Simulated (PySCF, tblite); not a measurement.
Isomers of C4H7NO2S. Computed with GFN2-xTB (tblite): harmonic, unscaled wavenumbers at the GFN2-xTB geometry, gas phase. The method is semi-empirical: single wavenumbers can be off by several per cent or more. One conformer each.

Electronic energies: PBE0/pcSseg-1 single points on the GFN2-xTB geometries (PySCF, gas phase).

```tsv
SMILES	electronic energy, lowest = 0 (kcal/mol)
[H]/N=C(/C=C)S(C)(=O)=O	11.0
N[C@@H]1C=CS(=O)(=O)C1	0.0
C=NC(=C)S(C)(=O)=O	19.7
```

Problem. How do GFN2-xTB zero-point energies change the relative energies?

Solution. 
```json
{"SMILES": "N[C@@H]1C=CS(=O)(=O)C1", "ZPE (kcal/mol)": "70.1", "of it from modes above 1550 cm⁻¹": "36.2", "electronic (kcal/mol)": "0.0", "with ZPE, lowest = 0 (kcal/mol)": "0.0", "lowest mode (cm⁻¹)": "43", "rings": "1"}
{"SMILES": "[H]/N=C(/C=C)S(C)(=O)=O", "ZPE (kcal/mol)": "67.7", "of it from modes above 1550 cm⁻¹": "36.1", "electronic (kcal/mol)": "11.0", "with ZPE, lowest = 0 (kcal/mol)": "8.6", "lowest mode (cm⁻¹)": "63", "rings": "0"}
{"SMILES": "C=NC(=C)S(C)(=O)=O", "ZPE (kcal/mol)": "66.9", "of it from modes above 1550 cm⁻¹": "35.7", "electronic (kcal/mol)": "19.7", "with ZPE, lowest = 0 (kcal/mol)": "16.5", "lowest mode (cm⁻¹)": "35", "rings": "0"}
```

The zero-point energies span 3.2 kcal/mol, from `C=NC(=C)S(C)(=O)=O` to `N[C@@H]1C=CS(=O)(=O)C1`. The order is unchanged.

Problem. And how do the electronic energies of GFN2-xTB itself compare?

Solution. `N[C@@H]1C=CS(=O)(=O)C1` 0.0; `[H]/N=C(/C=C)S(C)(=O)=O` 16.3; `C=NC(=C)S(C)(=O)=O` 15.4 kcal/mol, lowest = 0. Against the energies above, taken from the same isomer `N[C@@H]1C=CS(=O)(=O)C1`, the largest difference is 5.3 kcal/mol.

Problem. What do entropy and thermal enthalpy add at 298.15 K and 1 bar (rigid rotor, harmonic oscillator, one conformer each)?

Solution. 
```json
{"SMILES": "N[C@@H]1C=CS(=O)(=O)C1", "point group": "C1", "symmetry number": "1", "S (cal/(mol K))": "88.0", "H − H(0) (kcal/mol)": "5.60", "ZPE + H − H(0) − TS (kcal/mol)": "49.4"}
{"SMILES": "[H]/N=C(/C=C)S(C)(=O)=O", "point group": "C1", "symmetry number": "1", "S (cal/(mol K))": "95.4", "H − H(0) (kcal/mol)": "6.62", "ZPE + H − H(0) − TS (kcal/mol)": "45.8"}
{"SMILES": "C=NC(=C)S(C)(=O)=O", "point group": "C1", "symmetry number": "1", "S (cal/(mol K))": "96.6", "H − H(0) (kcal/mol)": "6.73", "ZPE + H − H(0) − TS (kcal/mol)": "44.8"}
```
